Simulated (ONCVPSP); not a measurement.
**gallium (Ga), ONCV: configuration errors across variants**

Ga, optimised norm-conserving Vanderbilt (ONCV), made with ONCVPSP 4.0.1 (PBE, scalar-relativistic). Core [Ne] 3s2, reference 3p6 3d10 4s1.5 4p1.5. Waves: 4s: rc 1.75 bohr, ncon 3, nbas 6, qcut 3 1/bohr, 3 projectors, debl 1.2 Ha; 3p+4p: rc 1.00 bohr, ncon 4, nbas 8, qcut 11.6 1/bohr, 2 projectors; 3d: rc 1.20 bohr, ncon 4, nbas 9, qcut 13 1/bohr, 2 projectors, debl 2.1 Ha. Local part: polynomial inside 0.90 bohr (lpopt 4, dvloc0 0 Ha). Core correction: Teter function, fcfact 5.75, rcfact 1.1.

All-electron excitation energies from the reference (eV): (1) 3p6 3d10 4s2 4p1 -3.228; (2) 3p6 3d10 4s2 4p0 2.460; (3) 3p6 3d10 4s1 4p0 23.588; (4) 3p6 3d9 4s2 4p2 17.087.

A true bound ghost makes a file unfit for plane-wave use even where its test errors are small: the radial tests pick states by their node count and pass the ghost by.

Errors AE − PS in meV (a dash: test not solved or not reliable):

| change | (1) | (2) | (3) | (4) | bound ghosts | GHOST(+) flags above zero |
| --- | --- | --- | --- | --- | --- | --- |
| base | -1.4 | -2.8 | +1.7 | +40 | none | s |
| p: rc 0.66; local potential polynomial inside 0.66 bohr (lpopt 4, dvloc0 0 Ha) | -1.6 | -2.9 | +2.3 | +39 | s | s |
| p: rc 0.82; local potential polynomial inside 0.82 bohr (lpopt 4, dvloc0 0 Ha) | -1.3 | -2.4 | +2.4 | +40 | none | s |
| p: rc 0.86; local potential polynomial inside 0.86 bohr (lpopt 4, dvloc0 0 Ha) | -1.2 | -2.2 | +2.7 | +40 | none | s |
| p: rc 0.98 | -1.4 | -2.9 | +1.6 | +40 | none | s |
| p: rc 1.16 | -1.3 | -2.7 | +1.9 | +39 | none | s |
| p: rc 1.24 | -1.3 | -2.7 | +1.9 | +38 | none | s |
| p: rc 1.36 | -1.3 | -2.7 | +1.7 | +37 | none | s |
| p: rc 1.44 | -1.4 | -2.7 | +1.6 | +36 | none | s |

(1) Give the same row for: p: rc 1.08.

Answers

(1) -1.4, -2.7, +1.9, +40; bound ghosts: none; GHOST(+) flags above zero: s.
